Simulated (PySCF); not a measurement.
Spinor energies of Tl²⁺ (thallium, charge +2)

Start: [Xe] 4f14 5d9 6s2; 5d3/2 filled at m_j = -3/2, -1/2, +1/2, +3/2; 5d5/2 filled at m_j = -3/2, -1/2, +1/2, +3/2, +5/2. Calculated with PySCF 2.14 in x2c-TZVPall-2c (11s11p9d3f, 110 functions): generalised Hartree-Fock with the X2C-1e Hamiltonian and a Gaussian nucleus; spin-orbit coupling (SO) screened by Boettger's factors. This is a chosen level, not necessarily the ground level.

| spinor shell | electrons | ε, screened SO (eV) | weight of nominal j (screened SO) | rms radius, screened SO (bohr) |
| --- | --- | --- | --- | --- |
| 1s1/2 | 2 | -86002.8 | 1.000 | 0.0184 |
| 2s1/2 | 2 | -15483.7 | 1.000 | 0.0743 |
| 2p1/2 | 2 | -14839.5 | 1.000 | 0.0628 |
| 2p3/2 | 4 | -12768.7 | 1.000 | 0.0710 |
| 3s1/2 | 2 | -3783.6 | 1.000 | 0.189 |
| 3p1/2 | 2 | -3494.1 | 1.000 | 0.181 |
| 3p3/2 | 4 | -3027.1 | 1.000 | 0.197 |
| 3d3/2 | 4 | -2555.2 | 1.000 | 0.173 |
| 3d5/2 | 6 | -2455.8 | 1.000 | 0.178 |
| 4s1/2 | 2 | -900.22 | 1.000 | 0.416 |
| 4p1/2 | 2 | -774.40 | 1.000 | 0.420 |
| 4p3/2 | 4 | -659.23 | 1.000 | 0.454 |
| 4d3/2 | 4 | -453.81 | 1.000 | 0.465 |
| 4d5/2 | 6 | -431.54 | 1.000 | 0.476 |
| 5s1/2 | 2 | -174.74 | 1.000 | 0.938 |
| 4f5/2 | 6 | -163.65 | 0.999 | 0.509 |
| 5p1/2 | 2 | -130.56 | 0.999 | 1.01 |
| 5p3/2 | 4 | -108.51 | 0.999 | 1.10 |
| 5d3/2 | 4 | -45.723 | 0.975 | 1.40 |
| 5d5/2 | 5 | -42.829 | 0.980 | 1.45 |
| 6s1/2 | 2 | -29.425 | 0.999 | 2.43 |

Task: Where does 4f7/2 lie, and what is the 4f spin-orbit splitting (screened SO)?

Result: At -158.99 eV, 4.658 eV above 4f5/2.

```json
{"quantity": "E (hartree)", "screened SO": "-20263.93397"}
{"quantity": "M_J", "screened SO": "5/2"}
{"quantity": "⟨J²⟩", "screened SO": "8.754"}
{"quantity": "⟨L²⟩", "screened SO": "6.189"}
{"quantity": "⟨S²⟩", "screened SO": "0.937"}
```

Each row is a mean over spinors that exchange with the open shell spreads, by up to 5.250 eV (5p3/2).

Breit and QED terms are absent; they matter most for the inner s and p1/2 levels.

Densities and radii are taken from the X2C orbitals without a picture-change correction, which distorts them close to the nucleus.
